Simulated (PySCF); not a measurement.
How the method changes the constants of SiTe

State: ¹Σ⁺ (singlet), closed shell. Set-up: basis Si x2c-SVPall, Te x2c-SVPall; spin-free X2C with a Gaussian nucleus; PySCF 2.14. De refers to Si + Te in their high-spin ground configurations, without counterpoise correction. A positive dipole means Si(−)Te(+).

```csv
Level,Re (Å),ωe (cm⁻¹),De (eV),μ (D),"CPU s a point (SCF and correlation, without the integrals)"
RHF,2.250,539,2.38,-1.15,0.11
RHF-MP2,2.290,492,4.40,n/a,0.17
RHF-SCS-MP2,2.288,494,4.23,n/a,n/a
RHF-CCSD,2.281,504,4.00,n/a,n/a
RHF-CCSD(T),2.298,479,4.28,n/a,1
PBE,2.299,474,4.99,-0.34,1.3
PBEsol,2.288,481,5.30,-0.37,1.1
r²SCAN,2.283,491,4.67,-0.42,1.6
B3LYP,2.287,486,4.63,-0.60,1.2
PBE0,2.271,504,4.65,-0.54,2
BHandHLYP,2.260,517,4.22,-0.81,0.99
ωB97X,2.245,535,4.61,-0.55,2.2
```

The bond length runs from 2.245 Å (ωB97X) to 2.299 Å (PBE). De spans 2.38 eV (RHF, mean field) to 5.30 eV (PBEsol, GGA). Correlation at CCSD(T) changes the Hartree–Fock bond energy by +1.90 eV; the triples alone change it by +0.28 eV.

Correlated steps freeze 23 core orbitals. Correlated levels converge slowly with the basis: in double zeta they bind strong bonds too weakly, by up to about 1 eV, and carry superposition errors of some tenths. These are scalar-relativistic numbers at best; spin–orbit coupling would shift them, the dissociation energy most. Where the molecule has an RHF reference, its open-shell atoms are computed with UHF. The CCSD T1 diagnostic is raised, a sign that a single reference may not be enough here.

The whole job (state search and all levels along the bond) took about 3.5 min on 1 thread of Arm Neoverse N1 (shared host), peak memory 0.66 GiB.
